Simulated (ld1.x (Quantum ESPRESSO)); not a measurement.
## What one change does to a pseudopotential (Tc, TM semilocal)

Tc (Z = 43), norm-conserving Troullier–Martins (semilocal form), made with ld1.x (Quantum ESPRESSO) 7.5 (BLYP, scalar-relativistic). Core [Ar] 3d10 4s2, reference 4p6 4d5 5s0 5p0 (charge +2). Waves: 5s (bound, empty): rc 2.10 bohr; 4p (bound): rc 1.25 bohr; 4d (bound): rc 1.20 bohr. Local part: the d channel. Core correction: none.

All-electron outer shells of the reference configuration (BLYP, scalar-relativistic, ld1.x):

| shell | level (eV) | outermost node (bohr) | outermost maximum (bohr) |
| --- | --- | --- | --- |
| 4s | -89.53 | 0.50 | 0.95 |
| 4p | -61.47 | 0.51 | 1.03 |
| 4d | -22.42 | 0.50 | 1.27 |
| 5s | -18.62 | 1.27 | 2.53 |
| 5p | -13.31 | 1.43 | 3.01 |

Change: wave 5s (bound): rc 2.10 bohr becomes 5s (bound): rc 3.08 bohr.

Cutoffs: the cutoffs (Ry, on a coarse ladder) from which the occupation-weighted sum of valence levels, in a spherical-Bessel basis at the reference potential, stays within 10 and 1 mRy of its value at 400 Ry; they do not see the model core or the augmentation charge, which bear on the density cutoff. Errors are all-electron minus pseudo energies relative to the spin-unpolarised reference configuration.

Question: What does the change do?

Answer: The potential gets neither clearly harder nor softer (100 Ry and 140 Ry → 100 Ry and 140 Ry); the number of tests that count goes from 7 to 5; of the 5 tests that both files solve, the error grows in 3 and shrinks in 0 by more than 15 % and 0.3 meV (median size 47.4 → 47.4 meV); neither file shows a bound ghost at the reference potential, the only one tested. More of the atom is replaced by a form fitted at one configuration, so other configurations suffer. A semilocal file is local in each channel, so a ghost entry of none says nothing of the separable form that plane-wave codes build from it.

```tsv
quantity	base	changed
cutoff, loose	100 Ry	100 Ry
cutoff, tight	140 Ry	140 Ry
bound ghosts	none	none
tests counted (converged, no solver errors)	7 of 7	5 of 7
error for 4p6 4d4 5s0 5p0, meV [ΔE 28.61 eV]	+1.0	+1.0
error for 4p6 4d4 5s2 5p1, meV [ΔE -16.57 eV]	-27	-45
error for 4p6 4d4 5s2 5p0, meV [ΔE -11.63 eV]	-63	-85
error for 4p6 4d5 5s0 5p2, meV [ΔE -15.33 eV]	+47	+47
error for 4p5 4d5 5s2 5p0, meV [ΔE 28.20 eV]	-161	-218
```

Base: ld1.x printed “convergence not achieved” for 5 of the counted tests; their residual had stalled under 1e-8, short of the target of 1e-14. Changed file: Tests not counted: 4p6 4d5 5s2 5p0 (pseudo-atom not self-consistent, printed error +0.4 meV); 4p6 4d5 5s1 5p0 (pseudo-atom not self-consistent, printed error -0.4 meV). ld1.x printed “convergence not achieved” for 3 of the counted tests; their residual had stalled under 1e-8, short of the target of 1e-14.
